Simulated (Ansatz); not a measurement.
Ansatz results at the PBE0-D4/def2-TZVP geometry: HOMO–LUMO gap (PBE/def2-TZVPP) 3.99 eV; HOMO–LUMO gap (B3LYP/def2-TZVPP) 5.76 eV; HOMO–LUMO gap (ωB97M-V/def2-TZVPP) 9.94 eV.

Each molecule was computed in one conformer, which needn't be the lowest.

**Question.** Which molecule gave them?
A. `[SH][Zr]([SH])([SH])[Cl]`
B. `[CH3][Zr]([Cl])([Cl])[Cl]`
C. `[OH][Zr]([OH])([OH])[SH]`
D. `C[N](C)[Zr]([F])([F])[F]`

**Answer.** D. The others give `[OH][Zr]([OH])([OH])[SH]`: 4.43, 6.04, 9.72; `[SH][Zr]([SH])([SH])[Cl]`: 3.59, 5.11, 9.70; `[CH3][Zr]([Cl])([Cl])[Cl]`: 4.12, 5.88, 10.75.

B3LYP here is the variant with VWN-RPA as its local correlation; programs differ in this.
